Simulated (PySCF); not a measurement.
## S⁺ (sulfur, charge +1) across methods

[Ne] 3s2 3p2 3d1, one real determinant (an excited configuration). All numbers are calculated (PySCF 2.14, scalar relativity by spin-free X2C-1e, in dyall-acv3z).

```tsv
method	E (hartree)	mean ε 3s β (eV)	mean ε 3p α (eV)	mean ε 3d α (eV)	Σ⟨r²⟩ (bohr²)	⟨S²⟩
UHF	-397.72586	-32.315	-25.798	-8.417	26.21	3.752
BHandHLYP	-398.3293	-30.942	-22.813	-7.471	25.74	3.751
PBE0	-398.1907	-29.439	-21.499	-7.066	25.76	3.751
```

(1) Estimate the same row for LDA.

⟨L²⟩ = 7.91 against 12 for a pure F term, so this real determinant mixes terms. The outer electron is Rydberg-like, and this basis confines it to a smaller radius and binds it less than a complete one would.

Answers

(1) E (hartree) = -396.9406; mean ε 3s β (eV) = -28.119; mean ε 3p α (eV) = -19.745; mean ε 3d α (eV) = -6.288; Σ⟨r²⟩ (bohr²) = 25.33; ⟨S²⟩ = 3.750.
